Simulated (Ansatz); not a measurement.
Si₂₀H₃₀⁻, a nanocrystal cut from cubic silicon. Total charge -1; doublet. Geometry PBE-D4/def2-SVP, that of the neutral singlet; atoms count from 1.

```xyz
50

Si    1.8225   -1.1960   -1.9963
Si   -1.2165   -3.6128   -1.5371
Si    2.0973   -0.9554    1.8503
Si   -0.9550   -3.3817    2.1325
Si   -1.4507   -0.1252   -3.8433
Si    1.8808    2.2636   -0.2770
Si   -1.3964    3.1775   -2.2016
Si   -1.1686   -0.0220    0.0849
Si   -0.8901    0.3676    3.9956
Si   -1.0959    3.4393    1.9674
Si    1.0967   -3.4381   -1.9671
Si    0.8911   -0.3672   -3.9964
Si    1.1691    0.0228   -0.0852
Si   -1.8812   -2.2625    0.2767
Si    1.3943   -3.1773    2.2019
Si    1.4516    0.1244    3.8432
Si   -2.0975    0.9549   -1.8509
Si    0.9529    3.3820   -2.1325
Si    1.2174    3.6129    1.5380
Si   -1.8217    1.1971    1.9959
H     3.3307   -1.1661   -2.1036
H    -1.9831   -3.2761   -2.7889
H    -1.5334   -5.0459   -1.1788
H     3.6052   -0.9259    1.7385
H    -1.3084   -4.8450    2.0059
H    -1.5378   -2.8827    3.4285
H    -2.1002   -1.4775   -3.9757
H    -1.9253    0.7247   -4.9986
H     3.3889    2.2903   -0.3874
H    -1.8779    3.5985   -3.5702
H    -2.0077    4.1162   -1.1948
H    -1.5033   -0.9510    4.3876
H    -1.2023    1.3602    5.0908
H    -1.8533    4.2544    0.9524
H    -1.3795    4.0278    3.3296
H     1.3801   -4.0272   -3.3291
H     1.8547   -4.2526   -0.9520
H     1.2030   -1.3607   -5.0908
H     1.5042    0.9510   -4.3895
H    -3.3894   -2.2885    0.3855
H     2.0052   -4.1172    1.1960
H     1.8756   -3.5974    3.5709
H     1.9250   -0.7267    4.9981
H     2.1024    1.4760    3.9768
H    -3.6053    0.9237   -1.7391
H     1.5350    2.8819   -3.4285
H     1.3067    4.8453   -2.0072
H     1.5359    5.0460    1.1817
H     1.9836    3.2737    2.7894
H    -3.3299    1.1669    2.1036
```

Single mean-field runs in def2-SVP are fitted with def2-universal-jkfit. The highest occupied level of the charge -1 doublet lies above zero (up to 0.39 eV). By energy differences its removal costs 0.65 eV (vertical, to the charge 0 singlet, at PBE0-D4/def2-SVP); self-interaction error and the lack of diffuse functions both raise the level.

Problem. Estimate the Mulliken populations of the heavy atoms from the PBE0/def2-SVP orbitals of Ansatz.

Solution. 
```
atom  charge (e)  spin (α − β)
 Si1        0.00          0.00
 Si2        0.05          0.05
 Si3        0.00          0.00
 Si4        0.05          0.05
 Si5        0.05          0.05
 Si6        0.00          0.00
 Si7        0.05          0.05
 Si8       -0.23          0.05
 Si9        0.05          0.05
Si10        0.05          0.05
Si11        0.05          0.05
Si12        0.05          0.05
Si13       -0.23          0.05
Si14        0.00          0.00
Si15        0.05          0.05
Si16        0.05          0.05
Si17        0.00          0.00
Si18        0.05          0.05
Si19        0.05          0.05
Si20        0.00          0.00
```
Mulliken values and Mayer orders depend strongly on the basis.

Problem. Where does the spin sit?

Solution. Summed by element: Si 0.68, H 0.32, of 1 unpaired in all. Largest on single atoms: Si13 0.05, Si8 0.05, Si11 0.05.

Problem. And the Mayer bond orders between bonded heavy atoms (over 0.3)?

Solution. Si1–Si11 0.95 (2.36 Å); Si1–Si12 0.95 (2.36 Å); Si1–Si13 0.92 (2.36 Å); Si2–Si11 0.96 (2.36 Å); Si2–Si14 0.95 (2.36 Å); Si3–Si13 0.92 (2.36 Å); Si3–Si15 0.95 (2.36 Å); Si3–Si16 0.95 (2.36 Å); Si4–Si14 0.95 (2.36 Å); Si4–Si15 0.96 (2.36 Å); Si5–Si12 0.96 (2.36 Å); Si5–Si17 0.95 (2.36 Å); Si6–Si13 0.92 (2.36 Å); Si6–Si18 0.95 (2.36 Å); Si6–Si19 0.95 (2.36 Å); Si7–Si17 0.95 (2.36 Å); Si7–Si18 0.96 (2.36 Å); Si8–Si13 0.91 (2.34 Å); Si8–Si14 0.92 (2.36 Å); Si8–Si17 0.92 (2.36 Å); Si8–Si20 0.92 (2.36 Å); Si9–Si16 0.96 (2.36 Å); Si9–Si20 0.95 (2.36 Å); Si10–Si19 0.96 (2.36 Å); Si10–Si20 0.95 (2.36 Å).
